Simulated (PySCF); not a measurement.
C3H12FPSi3.
Numbering: `[F:1][C@H:2]1[SiH2:3][CH2:4][Si@@H:5]([PH2:6])[CH2:7][SiH2:8]1`

Definitions: NICS(0) = −σiso at the ring centroid; NICS(1) = −σiso and NICS(1)zz = −σzz at ±1 Å along the ring normal z. Level: GIAO PBE0/pcSseg-1 (PySCF, non-relativistic, gas phase) on the GFN2-xTB geometry, one conformer.

Ring bond lengths (Å), with Mayer bond orders in brackets: C2–Si3 1.915 (0.86), Si3–C4 1.895 (0.92), C4–Si5 1.905 (0.91), Si5–C7 1.905 (0.91), C7–Si8 1.896 (0.92), Si8–C2 1.916 (0.86).

What do the NICS probes read (ppm)?

```tsv
ring	type	NICS(0)	NICS(1), two faces	NICS(1)zz, two faces	rms pucker (Å)	centre to ring atoms, mean (Å)
C2–Si3–C4–Si5–C7–Si8	6-membered ring with 3 Si; formal bonds all single	-1.0	-1.2 / -1.5	6.1 / 3.3	0.28	1.84
```

What do they say, and how far can they be read as aromaticity?

- C2–Si3–C4–Si5–C7–Si8: mean NICS(1)zz 4.7 ppm, deshielded. C2, Si3, C4, Si5, C7, Si8 have four or more neighbours, so the value isn't read as a sign of a π ring current.

Give the inner angles of the rings and the Hirshfeld charges of the ring atoms.

- C2–Si3–C4–Si5–C7–Si8: C2 116.5° (-0.115 e), Si3 107.4° (+0.331 e), C4 114.2° (-0.250 e), Si5 110.6° (+0.311 e), C7 114.9° (-0.250 e), Si8 107.8° (+0.331 e); sum 671.3° against 720° for a flat convex ring.

How shielded are the nuclei of the rings and their hydrogens (means over atoms taken as equivalent)?

```json
{"atoms": "C2", "environment": "sp3 C–F carbon", "σ isotropic (ppm)": "105.3", "principal values of the symmetric part, first atom (ppm)": "52.7, 75.0, 188.1"}
{"atoms": "Si3 (×2)", "environment": "SiH2 silicon", "σ isotropic (ppm)": "396.0", "principal values of the symmetric part, first atom (ppm)": "360.5, 395.4, 432.6"}
{"atoms": "C4 (×2)", "environment": "sp3 carbon bound to silicon", "σ isotropic (ppm)": "194.2", "principal values of the symmetric part, first atom (ppm)": "185.6, 195.7, 201.5"}
{"atoms": "Si5", "environment": "SiH silicon", "σ isotropic (ppm)": "368.4", "principal values of the symmetric part, first atom (ppm)": "339.3, 381.3, 384.6"}
{"atoms": "H on C2", "environment": "methine hydrogen", "σ isotropic (ppm)": "26.52", "principal values of the symmetric part, first atom (ppm)": "23.8, 25.6, 30.1"}
{"atoms": "H on Si3 (×2)", "environment": "Si–H hydrogen", "σ isotropic (ppm)": "27.43", "principal values of the symmetric part, first atom (ppm)": "24.6, 25.1, 32.6"}
{"atoms": "H on Si3 (×2)", "environment": "Si–H hydrogen", "σ isotropic (ppm)": "26.99", "principal values of the symmetric part, first atom (ppm)": "22.8, 24.7, 33.5"}
{"atoms": "H on C4 (×2)", "environment": "methylene hydrogen", "σ isotropic (ppm)": "31.40", "principal values of the symmetric part, first atom (ppm)": "27.1, 29.7, 37.4"}
{"atoms": "H on C4 (×2)", "environment": "methylene hydrogen", "σ isotropic (ppm)": "31.90", "principal values of the symmetric part, first atom (ppm)": "25.8, 29.8, 40.2"}
{"atoms": "H on Si5", "environment": "Si–H hydrogen", "σ isotropic (ppm)": "26.54", "principal values of the symmetric part, first atom (ppm)": "23.3, 25.3, 31.0"}
```

Time: 87 s of wall time; peak memory 1.1 GiB. Hardware: one thread of an Arm Neoverse N1, no GPU, shared host. This is the whole shielding run at PBE0/pcSseg-1, SCF included.
